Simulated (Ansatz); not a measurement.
`O=C[SiH2]F` + HBr → `O=C[SiH2]Br` + H–F at 298.15 K and 1 bar (ligand exchange at the Si–F bond).

Program: Ansatz. Geometries: PBE0-D4/def2-TZVP. ΔE: electronic, gas phase. CCSD(T)/CBS is the MP2 limit (def2-TZVPP, def2-QZVPP) plus CCSD(T) − MP2 in def2-TZVPP, frozen cores. This one scheme is used for every species. For Br outer-core shells are correlated without core-valence functions, which leaves a few kJ/mol of doubt a bond. Scalar relativity is left out up to krypton. Each species was taken in one conformer, which may not be the lowest.

```json
{"species": "`O=C[SiH2]F`", "CCSD(T)/CBS energy (Eh)": "-503.92730", "H − E (kJ/mol)": "115.8", "S (J/(mol·K))": "309.5"}
{"species": "HBr", "CCSD(T)/CBS energy (Eh)": "-2573.91920", "H − E (kJ/mol)": "24.6", "S (J/(mol·K))": "198.6"}
{"species": "`O=C[SiH2]Br`", "CCSD(T)/CBS energy (Eh)": "-2977.43874", "H − E (kJ/mol)": "112.6", "S (J/(mol·K))": "337.0"}
{"species": "H–F", "CCSD(T)/CBS energy (Eh)": "-100.39570", "H − E (kJ/mol)": "33.5", "S (J/(mol·K))": "173.6"}
```

H − E and S are ideal-gas, rigid-rotor, harmonic terms from PBE0-D4/def2-TZVP, for one conformer and one mirror image of each species. 1 Eh = 2625.50 kJ/mol, R = 8.31446 J/(mol·K).

**Question.** By hand: ΔE, ΔH, ΔS and ΔG.

**Answer.** ΔE = (-2977.43874) + (-100.39570) − (-503.92730) − (-2573.91920) = 0.01206 Eh = 31.7 kJ/mol. Δ(H − E) = 112.6 + 33.5 − 115.8 − 24.6 = 5.7, so ΔH = 37.4 kJ/mol. ΔS = 337.0 + 173.6 − 309.5 − 198.6 = 2.5 J/(mol·K). ΔG = 37.4 − 298.15 × (2.5)/1000 = 36.7 kJ/mol.

**Question.** By hand: the equilibrium constant, and the temperature at which ΔG would vanish if ΔH and ΔS stayed fixed.

**Answer.** log₁₀ K = −ΔG/(RT ln 10) = -6.4. ΔG = 0 at ΔH/ΔS = 14960 K, far beyond where these terms or the molecules hold.

The number of gas molecules stays the same, so ΔS is small and ΔH decides. A doubt of 5 kJ/mol in ΔE shifts log₁₀ K by 0.9 here. Other conformers and mirror images would add mixing entropy, several J/(mol·K) or more a flexible species. Modes under 60 cm⁻¹, often nearly free rotors, make the harmonic entropy too high. These are equilibria of isolated gas molecules and say nothing of rates. Largest T1 diagnostic: 0.014 (customary marks: 0.02 for closed shells, 0.045 for open ones).
